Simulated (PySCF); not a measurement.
**Spinor energies of Hg⁷⁶⁺ (mercury, charge +76)**

Start: [He] 2s2. Calculated with PySCF 2.14 in an uncontracted even-tempered set (16 s from 67 bohr⁻², ratio 2.4; 13 p from 87 bohr⁻², ratio 2.4; 5 d from 270 bohr⁻², ratio 2.6; 4 f from 410 bohr⁻², ratio 2.6): generalised Hartree-Fock with the X2C-1e Hamiltonian and a Gaussian nucleus; one run each with spin-orbit coupling (SO) switched off, then screened by Boettger's factors.

```json
{"spinor shell": "1s1/2", "electrons": "2", "ε, spin-free (eV)": "-93362.3", "ε, screened SO (eV)": "-93362.3", "weight of nominal j (screened SO)": "1.000", "rms radius, screened SO (bohr)": "0.0186"}
{"spinor shell": "2s1/2", "electrons": "2", "ε, spin-free (eV)": "-23205.0", "ε, screened SO (eV)": "-23205.0", "weight of nominal j (screened SO)": "1.000", "rms radius, screened SO (bohr)": "0.0724"}
```

```csv
quantity,spin-free,screened SO
E (hartree),-8717.81282,-8717.81282
M_J,0,0
⟨J²⟩,0.000,0.000
⟨L²⟩,0.000,0.000
⟨S²⟩,0.000,0.000
```

Breit and QED terms are absent; they matter most for the inner s and p1/2 levels.

Densities and radii are taken from the X2C orbitals without a picture-change correction, which distorts them close to the nucleus.

Without spin-orbit coupling the j labels of p, d and f shells carry no meaning; the spin-free column gives the mean over the occupied spinors of each nl shell.
